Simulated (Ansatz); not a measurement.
Consider the substitution at a C–Ge bond: `S=[CH][GeH3]` + `OCS` → `S=COCS` + GeH₄.

Program: Ansatz. Geometries: PBE0-D4/def2-TZVP. ΔE: electronic, gas phase. CCSD(T)/CBS is the MP2 limit (def2-TZVPP, def2-QZVPP) plus CCSD(T) − MP2 in def2-TZVPP, frozen cores. DFT in def2-TZVPP. For Ge outer-core shells are correlated without core-valence functions, which leaves a few kJ/mol of doubt a bond. Scalar relativity is left out up to krypton. One conformer a species, not always the lowest.

```json
{"level": "PBE-D4", "ΔE (kcal/mol)": "-7.3"}
{"level": "r2SCAN", "ΔE (kcal/mol)": "-7.6"}
```

(1) What does CCSD(T)/CBS give? (Best estimate.)

Largest T1 diagnostic among the species: 0.016.

Results:

(1) Computed: -1.6 kcal/mol. The listed levels differ from it by -5.7, -6.0 kcal/mol.

From PBE to PBE0 (25 % exact exchange), in def2-TZVPP and without D4, ΔE moves by +1.5 kcal/mol.
